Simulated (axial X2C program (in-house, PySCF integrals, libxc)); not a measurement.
What spin–orbit coupling does to SbF

All values were computed with an in-house all-electron X2C program for linear molecules (integrals from PySCF). Spin-free means the one-electron spin-free X2C Hamiltonian; two-component (2c) means X2C with spin–orbit coupling and atomic mean-field two-electron Coulomb and Gaunt terms, so the difference of the two also holds small scalar two-electron terms. Basis: Sb dyall-cv3z [11s12p8d4f1g], F dyall-av3z [7s6p3d2f] (cores contracted in-house); Gaussian nuclei, density fitting, unrestricted open shells. Masses: Sb 120.904 u, F 18.998 u.

Spin-free state: M_S = 1, Λ = 0 (beyond evenly filled blocks: π+α, π-α); fragments Sb + F.

```tsv
level	Re (Å)	ωe (cm⁻¹)	De (eV)	μ (D)
PBE0	1.921	609.2	4.128	-2.33
HF	1.897	647.1	2.226	-2.49
MP2	1.925	604.0	4.181	n/a
r2SCAN	1.925	605.6	4.272	-2.20
```

Correlated methods: 22 electrons correlated (number of frozen shells: Sb 4 s, 3 p, 1 d; F 1 s), 256 virtual spin orbitals or spinors in MP2.

Dipoles are positive if F is the positive end.

Two-component determinant lowest at the distance of the search:

Ω = 1 (⟨Sz⟩ = 1.00, ⟨Lz⟩ = 0.00 at HF); fragments Sb + F.

| level | Re (Å) | ωe (cm⁻¹) | De (eV) | μ (D) |
| --- | --- | --- | --- | --- |
| PBE0 | 1.923 | 606.7 | 4.067 | -2.34 |
| HF | 1.899 | 644.7 | 2.176 | -2.50 |
| MP2 | 1.926 | 601.5 | 4.129 | n/a |
| r2SCAN | 1.926 | 603.6 | 4.230 | -2.21 |

(1) From the two tables, how do the constants change at the MP2 level (2c against spin-free)?

The state is a single determinant with fixed occupations, the lowest that a limited PBE0 search found. De is counted from the lowest determinant-based energies of the atoms at the same level, without counterpoise correction. Density functionals use the spin component along the axis (collinear). A 2c atom that is not at its ground J level misses part of its spin–orbit lowering, and De is too large by that part (0.04 eV or less for light atoms). This holds for PBE0, r2SCAN. PBE0 can misorder states that lie within some tenths of an eV, so this need not be the ground state of the molecule. The nearest other spin-free determinant of the search, M_S = 0, Λ = 2, lies 0.85 eV up at the distance of the search. Without a current term, density functionals place determinants with orbital angular momentum somewhat too high. With several unpaired electrons one determinant need not be a pure state. Open-shell Ω = 0 determinants with evenly filled partner blocks cannot be reached by this program, so the Ω shown need not be the lowest component. This is the Ω = 1 component of a π² triplet; the 0⁺ component is not one determinant and can lie lowest.

Results:

(1) At the MP2 level Re goes up by 0.001 Å and ωe falls by 2.5 cm⁻¹; De changes by -0.052 eV.
